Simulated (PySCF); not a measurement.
**$^{29}$Si chemical shifts**

Theoretical values (PySCF): coordinates at the GFN2-xTB level, shieldings: GIAO PBE0/pcSseg-1. One averaged value for each set of equivalent atoms, single conformer, relativity neglected, no solvent model.

Shieldings were converted by a linear fit to measured shifts: $^{29}$Si: δ = 279.94 − 0.822σ (rms 8.9 ppm, 72 shifts, 25.8 ppm with the 6 outliers that the fit left out vs TMS, solution or neat liquid). A few per cent of atoms miss by over 2 rms, more outside the fitted compound classes.

Task: Give the $^{29}$Si shifts of `O=COC[Si]([SiH3])([SiH3])CF`, `C=C[SiH2]O`, `C[C@@H]1C[C@H](F)[SiH2]O1`.

Result: 
| compound | environment | δ (ppm) |
| --- | --- | --- |
| [O:1]=[CH:2][O:3][CH2:4][Si:5]([SiH3:6])([SiH3:7])[CH2:8][F:9] | Si5: silicon bonded to 2 C, 2 Si | -56.9 |
| [O:1]=[CH:2][O:3][CH2:4][Si:5]([SiH3:6])([SiH3:7])[CH2:8][F:9] | Si6/7: silicon bonded to Si, 3 H (×2) | -96.7 |
| C=C[SiH2]O | silicon bonded to C, O, 2 H | -31.0 |
| C[C@@H]1C[C@H](F)[SiH2]O1 | silicon bonded to C, O, 2 H, in a 5-membered ring | -16.1 |

Task: Order these by $^{29}$Si shift, lowest first.
A. c1ccn(C2C[SiH2]C2)c1
B. C=C(CCF)[SiH2]O
C. C1=N[C@H]2[SiH2]CCCC2=C1

Result: A (-52.1 ppm, silicon bonded to 2 C, 2 H, in a 4-membered ring), B (-24.5 ppm, silicon bonded to C, O, 2 H), C (-12.3 ppm, silicon bonded to 2 C, 2 H, in a 6-membered ring).
